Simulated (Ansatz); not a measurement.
Molecule: BiF$_{2}$, net charge 1, singlet state. It need not be the lowest isomer of its formula. 
Geometry from a B3LYP-D3(BJ)/def2-TZVP (Ansatz, a program for electronic structure) optimisation:
SMILES: [F][Bi+][F]
```xyz
3

Bi     0.2024     0.0919     0.0717
F     -1.0953     0.6639    -1.2684
F     -0.7714    -1.5116     0.6075
```
Charge +1, spin multiplicity 1.

Basis-set convergence of Hartree-Fock and MP2 correlation energies (hartree) with Ansatz. Valence correlation only, unless marked. No spin-orbit coupling. The frozen core is the preceding noble-gas configuration, with the filled d and f shells of earlier blocks. Past Kr the def2 sets carry scalar-relativistic core potentials.

```json
[
 {"basis": "def2-SVP", "functions": "54", "E(HF)": "-411.98061", "E(corr, MP2)": "-0.45670"},
 {"basis": "def2-TZVPP", "functions": "112", "E(HF)": "-412.26274", "E(corr, MP2)": "-0.60366"},
 {"basis": "def2-QZVPP", "functions": "196", "E(HF)": "-412.27836", "E(corr, MP2)": "-0.65990"}
]
```

Extrapolating the two largest sets (X = 3 and 4) as X^-3: E(corr) = (64·(-0.65990) - 27·(-0.60366))/37 = -0.7009 Eh, an estimate of the basis-set limit. The largest set recovers 94.1 % of it, the smallest 65.2 %.
